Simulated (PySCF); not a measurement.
C2H4ClFSi2, SMILES F[Si@H]([SiH2]Cl)C#C. Coordinates come from a PBE-D3(BJ)/def2-SVP optimisation. The structure was generated by enumeration; whether it is a known compound was not checked. Other conformers were not sampled.

Computed equilibrium geometry at PBE-D3(BJ)/def2-SVP (PySCF confirms it by a frequency run) as bond lengths and angles (one conformer of several):
Atoms: C1 C2 Si3 F4 Si5 Cl6 H7 H8 H9 H10. Bond lengths (Å): C1–C2 1.229, C1–H7 1.083, C2–Si3 1.829, Si3–F4 1.643, Si3–Si5 2.354, Si3–H8 1.502, Si5–Cl6 2.087, Si5–H9 1.503, Si5–H10 1.504. Angles (°): C2–C1–H7 179.6, C1–C2–Si3 176.5, C2–Si3–F4 109.6, C2–Si3–Si5 108.1, C2–Si3–H8 109.8, F4–Si3–Si5 108.7, F4–Si3–H8 107.7, Si5–Si3–H8 112.9, Si3–Si5–Cl6 107.5, Si3–Si5–H9 112.1, Si3–Si5–H10 110.1, Cl6–Si5–H9 108.9, Cl6–Si5–H10 109.1, H9–Si5–H10 109.1.
Charge 0, spin multiplicity 1.
